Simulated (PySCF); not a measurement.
## From computed data to an observable: chemical shift, span and skew from a shielding tensor

C₂H₃Cl₂FSi, SMILES C(F)(=C(Cl)Cl)[SiH3]. Atoms are numbered in the order given.

```xyz
9

F      1.9967     0.4537     0.0000
C      0.6552     0.5609     0.0000
Si    -0.0566     2.3211     0.0000
C     -0.0739    -0.5701     0.0000
Cl     0.6324    -2.1438     0.0000
Cl    -1.8088    -0.4938     0.0000
H     -0.8881     2.5354     1.2152
H     -0.8881     2.5354    -1.2152
H      1.1086     3.2449     0.0000
```

Geometry: B3LYP-D3(BJ)/def2-SVP. The structure was generated by enumeration, and PubChem lists no compound with its InChIKey, so it may never have been made.

GIAO shieldings from PBE/pcSseg-1 (PySCF), non-relativistic, no solvent. The symmetric part of the tensor of C2 has the principal values -59.7, 42.8, 66.5 ppm. The same nucleus in TMS has σ = 182.0 ppm at this level (PySCF, at its B3LYP-D3(BJ)/def2-TZVP geometry). Without spin–orbit terms, shifts of atoms bonded to Cl or Br come out too high.

Q: Work out the isotropic shielding, the ¹³C shift against TMS, the span and the skew.

A: 
σ(iso) = (σ11 + σ22 + σ33)/3 = 16.5 ppm. δ = σ(ref) − σ(iso) = 182.0 − (16.5) = 165.5 ppm.
Span Ω = σ33 − σ11 = 126.2 ppm. Skew κ = 3(σ(iso) − σ22)/Ω = -0.62. Tumbling in solution averages the tensor to δ; in a static solid the shielding alone would spread this spin-1/2 line over Ω.
